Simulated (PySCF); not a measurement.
A run for PySCF: U-HF/6-31G* on FHOSi (SMILES O[Si]F), a point of a bond scan (R = 2.198 Å).

```python
from pyscf import gto, scf, dft, mp
from pyscf.data.elements import chemcore

mol = gto.M(
    atom='''
    Si    0.00937425    0.00603277    0.61022733
    F    -0.99570680    1.38248426   -0.77706826
    O     0.73079075   -1.04612827   -0.42560613
    H     0.63860656   -0.94607081   -1.38174233
    ''',
    basis='6-31g*',
    cart=True,
    charge=0, spin=0, verbose=3, max_memory=1800)
mf = scf.UHF(mol)
mf.conv_tol = 1e-8
mf.max_cycle = 100
mf.init_guess_breaksym = True
mf.kernel()
if not mf.converged:
    mf = mf.newton().run(mf.mo_coeff, mf.mo_occ)
for _ in range(4):
    mo, _, stable, _ = mf.stability(return_status=True)
    if stable:
        break
    mf.kernel(mf.make_rdm1(mo, mf.mo_occ))
```

Q: Predict the final total energy.

A: -463.7846 hartree.
